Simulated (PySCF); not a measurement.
Low-lying terms of Br⁷⁺ (bromine, charge +7)

Ground state [Ar] 3d10, ¹S. Computed with PySCF 2.14 in aug-cc-pVDZ-PP with one added diffuse shell each of s, p, d type with ECP10MDF (6s5p4d, 41 functions), with scalar relativity through the core potential. Vertical excitation energies in eV without spin-orbit coupling; excited terms of each kind are numbered among those the solver found. Frozen: 3s2 3p6.

```csv
term,leading excitation,EOM-EE-CCSD
1 3D,3d → s,72.333
1 1D,3d → s,73.212
1 3P°,3d → p,90.526
1 3F°,3d → p,91.157
1 1F°,3d → p,91.650
1 3D°,3d → p,92.283
1 1D°,3d → p,92.290
1 1P°,3d → p,92.591
1 3G,3d → d,119.87
1 3F,3d → d,119.88
1 1G,3d → d,120.01
2 3D,3d → d,120.15
1 1F,3d → d,120.47
```

The solver can miss terms.
